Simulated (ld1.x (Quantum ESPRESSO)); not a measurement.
**An all-electron radial function and its pseudo partner (aluminium)**

Columns: radius, all-electron u(r) and pseudo u(r) of the 3s shell (level -14.81 eV) of aluminium in the configuration [Ne] 3s2 3p0; PBE, scalar-relativistic, TM semilocal scheme, ld1.x (Quantum ESPRESSO) 7.5.

```json
{"r (bohr)": "0.105", "all-electron": "0.1199", "pseudo": "0.0236"}
{"r (bohr)": "0.210", "all-electron": "-0.1077", "pseudo": "0.0479"}
{"r (bohr)": "0.315", "all-electron": "-0.2706", "pseudo": "0.0739"}
{"r (bohr)": "0.420", "all-electron": "-0.3188", "pseudo": "0.1022"}
{"r (bohr)": "0.525", "all-electron": "-0.2801", "pseudo": "0.1337"}
{"r (bohr)": "0.630", "all-electron": "-0.1893", "pseudo": "0.1693"}
{"r (bohr)": "0.735", "all-electron": "-0.0731", "pseudo": "0.2096"}
{"r (bohr)": "0.840", "all-electron": "0.0506", "pseudo": "0.2552"}
{"r (bohr)": "0.945", "all-electron": "0.1710", "pseudo": "0.3060"}
{"r (bohr)": "1.050", "all-electron": "0.2818", "pseudo": "0.3613"}
{"r (bohr)": "1.155", "all-electron": "0.3798", "pseudo": "0.4197"}
{"r (bohr)": "1.260", "all-electron": "0.4637", "pseudo": "0.4788"}
{"r (bohr)": "1.365", "all-electron": "0.5334", "pseudo": "0.5358"}
{"r (bohr)": "1.470", "all-electron": "0.5896", "pseudo": "0.5875"}
{"r (bohr)": "1.575", "all-electron": "0.6335", "pseudo": "0.6310"}
{"r (bohr)": "1.680", "all-electron": "0.6663", "pseudo": "0.6649"}
{"r (bohr)": "1.785", "all-electron": "0.6889", "pseudo": "0.6884"}
{"r (bohr)": "1.890", "all-electron": "0.7022", "pseudo": "0.7021"}
{"r (bohr)": "1.995", "all-electron": "0.7073", "pseudo": "0.7073"}
{"r (bohr)": "2.100", "all-electron": "0.7053", "pseudo": "0.7053"}
{"r (bohr)": "2.205", "all-electron": "0.6971", "pseudo": "0.6971"}
{"r (bohr)": "2.310", "all-electron": "0.6838", "pseudo": "0.6838"}
{"r (bohr)": "2.415", "all-electron": "0.6662", "pseudo": "0.6662"}
{"r (bohr)": "2.520", "all-electron": "0.6453", "pseudo": "0.6453"}
{"r (bohr)": "2.625", "all-electron": "0.6218", "pseudo": "0.6218"}
{"r (bohr)": "2.730", "all-electron": "0.5963", "pseudo": "0.5963"}
```

**Question.** How many radial nodes do the two functions have?

**Answer.** The all-electron 3s function has n − l − 1 = 2; the pseudo-wave has 0, since the states of the same l below it are removed with the core.

**Question.** At about which radius was the pseudo-wave matched?

**Answer.** 2.10 bohr. The columns agree to 0.0005 from 1.78 bohr on; several derivatives are matched, so the curves merge somewhat inside the radius.

**Question.** Is the pseudo-wave norm-conserving?

**Answer.** Yes: the TM semilocal scheme keeps the norm inside the radius equal to the all-electron one, which fixes the energy derivative of the logarithmic derivative at the level.
